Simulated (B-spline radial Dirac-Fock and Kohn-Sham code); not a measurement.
Model: relaxed Dirac-Fock hole states (ΔSCF) with Breit and QED corrections and a finite nucleus. Program: a radial B-spline solver. Two-hole levels are in intermediate coupling, intensities from independent-particle Coulomb rates.

Q: These computed lines form the K-LL Auger spectrum of a free neutral atom. Which element, and how are the lines assigned?

```
kinetic energy (eV)  relative intensity
            23496.4                  20
            23850.0                  33
            23883.7                   3
            24156.8                  26
            24169.8                   6
            24208.8                   7
            24501.1                 100
            24803.3                   6
            24836.9                  36
```

A: Xe ([Kr] 4d10 5s2 5p6). From low to high energy: K-L1L1 ¹S0, K-L1L2 ³P1, K-L1L2 ³P0, K-L1L3 ¹P1, K-L2L2 ³P0, K-L1L3 ³P2, K-L2L3 ¹D2, K-L3L3 ¹S0, K-L3L3 ³P2. The labels give the leading jj configuration and the leading LS term by weight; in heavy atoms the literature often keeps the label of the LS limit instead.
